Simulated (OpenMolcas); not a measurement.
# Levels of V³⁺ by method

* Program: OpenMolcas 26.06
* Basis: ANO-RCC-VTZP [6s5p3d2f1g]
* Scalar Hamiltonian: DKH2, point nucleus
* Active space: 2 electrons in 10 orbitals (3d 4d)
* State averaging: 2S+1 = 3 even, 10 roots; 2S+1 = 1 even, 15 roots
* Spin-orbit coupling: state interaction with AMFI integrals over the reference wave functions, term energies averaged over their components

Methods on the same reference wave functions:
A. CASSCF
B. SS-CASPT2, IPEA 0.25 Eh, imaginary shift 0.1 Eh (closed shells correlated: 3s 3p)
C. XMS-CASPT2, IPEA 0.25 Eh, imaginary shift 0.1 Eh (closed shells correlated: 3s 3p)

Energies in cm⁻¹ above 3d² ³F₂, the measured ground level; measured values from Sugar and Corliss, J. Phys. Chem. Ref. Data 7, 1191 (1978).

| Level | A | B | C | Measured |
| --- | --- | --- | --- | --- |
| 3d² ³F₂ | 0.0 | 0.0 | 0.0 | 0.0 |
| 3d² ³F₃ | 328 | 329 | 329 | 325 |
| 3d² ³F₄ | 752 | 753 | 753 | 735 |
| 3d² ¹D₂ | 13524 | 10980 | 11460 | 10959 |
| 3d² ³P₀ | 16052 | 13840 | 13820 |  |
| 3d² ³P₁ | 16164 | 13950 | 13940 | 13239 |
| 3d² ³P₂ | 16404 | 14190 | 14180 | 13458 |
| 3d² ¹G₄ | 20818 | 19040 | 19050 | 18391 |
| 3d² ¹S₀ | 49552 | 43620 | 44310 | 42462 |

Deviations, from unrounded energies. A percentage is the sum of absolute deviations over the sum of measured energies, with the sign that they share, or ± where signs differ.

```
                        Against measurement  Levels      A     B     C
             mean absolute deviation (cm-1)       7   2600   470   630
      fine structure of the ground term (%)       2   +1.8  +2.2  +2.1
other terms of the ground configuration (%)       5  +18.2  +3.3  +4.5
```

B lies closest to measurement on these levels and A furthest from it. The largest miss of B in the table is 3d² ¹S₀, by +1200 cm-1. The ranking rests on the paired levels alone, and a cruder setting can come out closer through cancelling errors.

Between B and C the level of the table that moves most is 3d² ¹S₀, by 690 cm-1 (lowest in B, highest in C). Moves below CASPT2's spread within the term are not significant.

The mean deviations of B to C differ by less than CASPT2's widest spread within a term (760 cm-1), so their order carries little weight.

From A to B the spin-free energies of the other terms of 3d² shown, above ³F, scale by factors of 0.81 to 0.91, as is usual when dynamic correlation screens the repulsion within a d or f shell.

The lowest spin-free term lies below A's lowest term by 0.292 hartree in B, 0.295 hartree in C.

CASPT2 breaks the degeneracy within a term, and the mean is taken; among the terms shown or strongly mixed into the levels shown the widest spread is 760 cm-1 (3d² ¹G, C). Active for correlation alone: 4d; no level in the range computed is led by a configuration that fills it, so any true level of that kind is missing. Without dynamic correlation excited terms often stand tens of per cent too high (terms of higher spin than the ground term too low), and those without a measured partner can miss by more than the paired ones (holds for A). Measured partners are found by configuration, term and J. A level has none where our copy of the source lacks it or the pairing is in doubt (some pairs that miss far off the trend of their configuration count as doubtful), and it then counts in no deviation. Levels of configurations outside the active space are missing.
